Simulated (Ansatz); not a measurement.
Species: MoO$_{3}$ (charge -1, doublet). The spin state was set by rule; other spins were not relaxed. 
Geometry from a B3LYP-D3(BJ)/def2-TZVP (Ansatz, a first-principles code) optimisation:
```xyz
4

Mo     0.0714    -0.0564    -0.0845
O     -1.2935    -1.1383    -0.0130
O     -0.2063     1.4860    -0.8475
O      1.1250    -0.0513     1.3041
```
Charge -1, spin multiplicity 2.

Basis-set convergence of Hartree-Fock and MP2 correlation energies (hartree) with Ansatz. Cores are frozen in the correlated levels unless marked. Open shells are spin-unrestricted. No spin-orbit coupling. Frozen are the shells of the preceding noble gas and the d and f shells that filled before the atom's block. In def2 rows, elements after Kr have scalar-relativistic effective core potentials. This anion needs diffuse functions, which these sets lack.

The UHF reference is spin-contaminated (<S^2> 0.22 over the pure value in the largest basis). 

```
basis       functions       E(HF)  E(corr, MP2)
----------  ---------  ----------  ------------
def2-SVP           73  -291.98568      -0.80285
def2-TZVPP        149  (withheld)    (withheld)
```

**Question.** Fill in the missing entries.

**Answer.** 
- def2-TZVPP, E(HF): -292.30826
- def2-TZVPP, E(corr, MP2): -1.00405
